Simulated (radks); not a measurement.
Results of a calculation; reference values are marked as such.
Spherical quantum dot in the effective-mass picture: electrons in a parabolic well V = omega^2 r^2 / 2 with omega = 0.181, all in effective atomic units (hartree* = m*/eps^2 hartree, bohr* = eps/m* bohr), one dielectric constant everywhere. Level of theory: non-relativistic Kohn-Sham, exchange-only LDA, spin-polarised, spherical densities (a radial shooting solver with Libxc functionals). Levels are named by radial order and angular momentum (1s, 1p, 1d, 2s, ...), and open shells are averaged over m. Results are scaled to m* = 0.366 and eps = 17.9, for which hartree* = 31.08 meV and bohr* = 2.588 nm.

N = 23, configuration 1s2 1p6 1d10 2s2 1f(up 3, down 0). This is the lowest configuration that the search found. Occupied and some empty levels:

level    occupation  eigenvalue (meV)  <r> (nm)
1s up             1            115.22     14.82
1s down           1            115.51     14.05
1p up             3            116.45     17.02
1p down           3            116.88     16.61
1d up             5            118.09     18.52
1d down           5            118.60     18.31
2s up             1            119.22     14.22
2s down           1            119.45     14.58
1f up             3            120.08     19.70
1f down           0            120.64     19.60
2p up             0            121.67     16.23
2p down           0            121.93     16.32
1g up             0            122.37     20.69
1g down           0            122.96     20.67
2d up             0            124.30     17.93
2d down           0            124.60     17.91

Energy (meV): total 1652.18, kinetic 78.973, external 577.05, Hartree 1093.2, exchange-correlation -97.061.

Electron density:

r (nm)  n(r) (e/nm^3)
0.727       0.0006379
3.47        0.0005761
6.20        0.0004788
8.94        0.0004209
11.7        0.0004416
14.4        0.0004994
17.2        0.0004973
19.9        0.0003753
22.6        0.0001923
25.4       0.00006204
28.1       0.00001221
30.8        1.431e-06
33.6        1.013e-07
36.3        4.364e-09
